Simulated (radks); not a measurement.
The numbers below are computed, except where a source is named.
All-electron atom: Cd IV in [Ar] 3d10 4p6 4d9 5p2 (not the ground configuration).

Code: a radial shooting solver on a logarithmic mesh with Libxc functionals. Model: scalar-relativistic Kohn-Sham, LDA (Slater exchange, Perdew-Wang correlation), spin-polarised, spherical densities, finite nucleus; open shells are filled with parallel spins first (spin-orbit coupling, left out, can overturn this in heavy ions); Fermi nuclear charge, rms radius 4.6087 fm.

Energy parts (eV):
part                       energy
total                 -151787.030
kinetic                157891.458
electron-nucleus      -364743.679
Hartree                 59063.970
exchange-correlation    -3998.778

Orbitals (lengths in bohr, moments of r in powers of bohr; r(max) is where P^2 peaks):
| orbital | occ. | eigenvalue (eV) | <1/r> | r(max) | <r^2> | <r^4> |
|---|---|---|---|---|---|---|
| 1s up | 1 | -26553.45 | 50.59 | 0.01970 | 0.001252 | 4.077e-06 |
| 1s down | 1 | -26553.36 | 50.59 | 0.01970 | 0.001252 | 4.077e-06 |
| 2s up | 1 | -3993.487 | 11.51 | 0.1113 | 0.02047 | 0.0007196 |
| 2s down | 1 | -3993.191 | 11.51 | 0.1113 | 0.02047 | 0.0007195 |
| 2p up | 3 | -3591.965 | 11.11 | 0.08899 | 0.01612 | 0.0005155 |
| 2p down | 3 | -3591.699 | 11.11 | 0.08899 | 0.01612 | 0.0005154 |
| 3s up | 1 | -791.4795 | 4.058 | 0.3242 | 0.1472 | 0.03313 |
| 3s down | 1 | -791.2231 | 4.058 | 0.3242 | 0.1471 | 0.03310 |
| 3p up | 3 | -659.6981 | 3.869 | 0.3172 | 0.1482 | 0.03521 |
| 3p down | 3 | -659.4202 | 3.869 | 0.3172 | 0.1481 | 0.03516 |
| 3d up | 5 | -452.7704 | 3.644 | 0.2653 | 0.1331 | 0.03295 |
| 3d down | 5 | -452.4371 | 3.644 | 0.2654 | 0.1330 | 0.03289 |
| 4p up | 3 | -119.5692 | 1.469 | 0.8325 | 0.9814 | 1.475 |
| 4p down | 3 | -118.4715 | 1.471 | 0.8322 | 0.9791 | 1.465 |
| 4d up | 5 | -60.8174 | 1.192 | 0.9336 | 1.451 | 3.603 |
| 4d down | 4 | -59.6016 | 1.197 | 0.9328 | 1.434 | 3.503 |
| 5p up | 2 | -30.0966 | 0.5344 | 2.189 | 6.547 | 62.13 |
| 5p down | 0 | -28.0221 | 0.5310 | 2.184 | 6.708 | 66.35 |

The highest occupied level is 5p up at -30.097 eV. Summed over all electrons, <r^2> = 34.62 bohr^2, which gives a Langevin (diamagnetic) susceptibility term of -27.4 x 10^-6 cm^3/mol.
